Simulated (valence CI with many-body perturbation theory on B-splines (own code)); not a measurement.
## Basis-set convergence for La43+

Computed by relativistic CI+MBPT: four valence electrons over a frozen Dirac-Fock core [Ne], radial functions for each j: 9 s, 9 p, 8 d, 6 f, 3 g, 1 h, with the one-electron correlation potential Σ1, the two-electron term Σ2, the three-electron term Σ3, Breit, model QED; selected CI, second order for the rest (own B-spline code, finite nucleus).

The last digits are not significant, and no measured levels were compared; by estimate large intervals hold to a few tenths of a per cent, small ones and those within an open d or f shell to about a per cent.

The reference run has the lowest level (3s^2 3p1/2^2) J=0 and an ionisation energy of 3418.22 eV. Its largest variational space holds 20000 state functions.

Levels are named by their leading jj configuration (3d3/2^4 stands for four electrons in 3d with j = 3/2), which in mixed levels can hold well under half, so a name can repeat and another be missing. Letters in brackets count levels of one name in rising energy.

Changed runs:
A. basis 6 s, 6 p, 5 d, 3 f, 1 g
B. basis 5 s, 5 p, 4 d, 2 f

Excitation energies of the reference run in cm⁻¹, and shifts in cm⁻¹:

| Level | Reference | A | B |
| --- | --- | --- | --- |
| (3s^2 3p1/2 3p3/2) J=1 | 779671 | -93 | -268 |
| (3s^2 3p1/2 3p3/2) J=2 | 835052 | +16 | +104 |
| (3s^2 3p3/2^2) J=2 | 1654800 | -49 | -89 |
| (3s 3p1/2^2 3p3/2) J=2 | 1675830 | -124 | -346 |
| (3s^2 3p3/2^2) J=0 | 1774930 | +66 | +251 |
| (3s 3p1/2^2 3p3/2) J=1 | 1846380 | +15 | +74 |
| (3s^2 3p1/2 3d3/2) J=2 | 2052220 | +181 | +414 |
| (3s^2 3p1/2 3d3/2) J=1 | 2286480 | +400 | +1301 |
| (3s^2 3p1/2 3d5/2) J=2 | 2289740 | -23 | -168 |
| (3s^2 3p1/2 3d5/2) J=3 | 2325330 | +222 | +590 |
| (3s 3p1/2 3p3/2^2) J=2 [a] | 2495170 | +75 | +329 |
| (3s 3p1/2 3p3/2^2) J=3 | 2551420 | +35 | +198 |
| Ionisation energy (eV) | 3418.22 | -0.031 | -0.10 |
